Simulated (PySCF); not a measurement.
## Energy profile

The step: SnH₄S₂ ([SH][SnH2][SH]) → SnH₂S ([S][SnH2]) + H₂S (still joined by a long Sn–S bond); bonds formed: S2–H4; bonds broken: S3–H4; bonds weakened to dative contacts: Sn1–S2 (atoms numbered as in the saddle structure below).

Sn1  (-0.805, -0.274, 0.612)
S2  (1.352, -0.378, -0.956)
S3  (-1.411, 1.445, -0.752)
H4  (0.355, 0.635, -1.328)
H5  (-1.396, -1.872, 0.453)
H6  (-0.110, -0.062, 2.163)
H7  (2.016, 0.506, -0.192)
(Å)

Electronic energies by CCSD(T) at an estimated basis limit (MP2 extrapolated from triple and quadruple zeta, plus CCSD(T) − MP2 in triple zeta), on PBE0-D4/def2-TZVP structures; SnH₄S₂, singlet; no counterpoise correction. Computed with PySCF 2.14 with density fitting (its default auxiliary sets; JK sets also for MP2 and CCSD(T)) (basis: def2-TZVPP and def2-QZVPP); correlated methods freeze the cores. Filled d shells of the heavier atoms are correlated. Core potentials replace the inner electrons of the atoms past krypton. The def2 sets are not built for correlating such inner shells, so the correlated values are less sure here. Extrapolation: Hartree–Fock as exp(−7.88 √X), correlation as X^−2.97.

(1) Give the profile in kJ/mol, counted from the start structure. (Judge from chemistry; the value comes from the calculation.)

T1 diagnostic: at most 0.021.

Answers

(1) Computed:
```tsv
point	kJ/mol
start structure	0.0
saddle	149.5
end structure	132.1
separated: SnH₂S (linked as [S][SnH2]; Sn1, S3, H5, H6; singlet) + H₂S (S2, H4, H7; singlet)	174.9
```

For scale, one of the runs: CCSD(T)/def2-TZVPP, 190 basis functions, launched by `OMP_NUM_THREADS=4 python run.py`. The run took 6.6 min on 4 CPU threads of an Arm Neoverse V2 (shared host), with 2.4 GiB of host memory at its peak.
